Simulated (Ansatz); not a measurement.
F3In, charge -1, doublet, at a GFN2-xTB geometry (such geometries of metal compounds can be far from the true shape) (a state made from the parent by changing its charge; the spin is typed, not shown lowest) (core potentials on In) (a gas-phase anion, which may not be bound at this level). Base run: HF/def2-SVP (Ansatz, an electronic-structure program).

The Ansatz input:
Ansatz 0.2 input:
```yaml
crystal:
  periodic: [false, false, false]
  atoms:
    - {symbol: In, position_ang: [-0.00000000, 0.00000000, -0.00000000]}
    - {symbol: F, position_ang: [-1.95003473, -1.18606829, 0.03491373]}
    - {symbol: F, position_ang: [0.01763842, 2.14457977, -0.78171535]}
    - {symbol: F, position_ang: [1.93239631, -0.95851148, 0.74680162]}
basis:
  gaussian:
    orbitals: def2-SVP
hamiltonian:
  xc: hf
total_charge: -1
magnetization: {spin_polarized: true, initial_magnetization: 1}
```

Variants of this job, named by their change:

```json
[
 {"change": "base", "ΔE vs base (eV)": "0.00"},
 {"change": "occupation = up:A1:11 A2:2 B1:4 B2:8 down:A1:11 A2:2 B1:4 B2:7", "ΔE vs base (eV)": "5.44"},
 {"change": "occupation = up:A1:11 A2:2 B1:5 B2:7 down:A1:11 A2:2 B1:4 B2:7", "ΔE vs base (eV)": "2.55"},
 {"change": "occupation = up:A1:13 A2:1 B1:4 B2:7 down:A1:11 A2:2 B1:4 B2:7", "ΔE vs base (eV)": "8.52"},
 {"change": "symmetry_tolerance_ang = 0.01", "ΔE vs base (eV)": "0.00"},
 {"change": "occupation = up:A1:12 A2:3 B1:3 B2:7 down:A1:11 A2:2 B1:4 B2:7", "ΔE vs base (eV)": "17.49"},
 {"change": "occupation = up:A1:12 A2:2 B1:4 B2:7 down:A1:11 A2:2 B1:4 B2:7", "ΔE vs base (eV)": "0.00"}
]
```

A gas-phase anion may not be bound at this level; its values then depend on the basis.
